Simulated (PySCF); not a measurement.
From one molecule to another.

First species: C5H7Cl2FSi.
Atom-mapped SMILES: `[F:1][CH2:2][Si@H:3]([Cl:4])[C:5]1=[C:6]([Cl:7])[CH2:8][CH2:9]1` (hydrogens: H10, H11 on C2; H12 on Si3; H13, H14 on C8; H15, H16 on C9)

Geometry (GFN2-xTB, Å), atoms numbered from 1 in this order:
```xyz
16
C5H7Cl2FSi angstrom
F      2.5947    1.4177   -0.4643
C      2.6231    0.1030   -0.0482
Si     1.1494   -0.2729    1.1347
Cl     1.3024   -2.2405    1.5866
C     -0.4717    0.0023    0.2494
C     -1.3534    1.0101    0.1662
Cl    -1.4170    2.5663    0.8405
C     -2.3135    0.3121   -0.7465
C     -1.3139   -0.8678   -0.6735
H      3.5924   -0.0431    0.4373
H      2.6002   -0.5059   -0.9572
H      1.2688    0.5357    2.3431
H     -2.4314    0.7643   -1.7292
H     -3.2959    0.1155   -0.3216
H     -0.8380   -1.1172   -1.6188
H     -1.7037   -1.7707   -0.2099
```

Second species: C8H11FSi.
InChI=1S/C8H11FSi/c1-4-6-8(9,10-3)7-5-2/h1H,6,10H2,2-3H3/t8-/m1/s1

Levels: PBE0/pcSseg-1 for dipole moment, HOMO energy, LUMO energy and HOMO–LUMO gap; GFN2-xTB for rotational constant A and rotational constant C. Geometries: GFN2-xTB. All species are isolated and taken at one optimised geometry, non-relativistic unless stated. Electronic properties by PySCF.

Dipoles, sizes and rotational constants follow the conformer. The torsions of the flexible species, by atom-mapped SMILES:
- `[F:1][CH2:2][Si@H:3]([Cl:4])[C:5]1=[C:6]([Cl:7])[CH2:8][CH2:9]1`: F1–C2–Si3–Cl4 178°, C2–Si3–C5–C6 -96°
- `[CH:1]#[C:2][CH2:3][C@:4]([F:5])([C:6]#[C:7][CH3:8])[SiH2:9][CH3:10]`: C2–C3–C4–F5 -179°, C3–C4–Si9–C10 -172°

Values for the first species:

| Quantity | Value |
| --- | --- |
| Dipole moment | 1.80 D |
| HOMO energy | -7.38 eV |
| LUMO energy | -0.90 eV |
| HOMO–LUMO gap | 6.48 eV |
| Rotational constant A | 1.195 GHz |
| Rotational constant C | 0.503 GHz |

Task: Estimate the same properties for the second species, and the change in each.

Result: 
| property | first | second | second less first |
| --- | --- | --- | --- |
| dipole moment | 1.80 D | 1.99 D | +0.19 D |
| HOMO energy | -7.38 eV | -7.21 eV | +0.17 eV |
| LUMO energy | -0.90 eV | 0.36 eV | +1.26 eV |
| HOMO–LUMO gap | 6.48 eV | 7.57 eV | +1.09 eV |
| rotational constant A | 1.195 GHz | 1.025 GHz | -0.170 GHz |
| rotational constant C | 0.503 GHz | 0.674 GHz | +0.171 GHz |

On the first: The dipole matches unit charges of opposite sign 0.37 Å apart (1 e·Å = 4.8032 D).

On the second: In atomic units the dipole is 0.78 e·bohr (1 au = 2.5417 D).
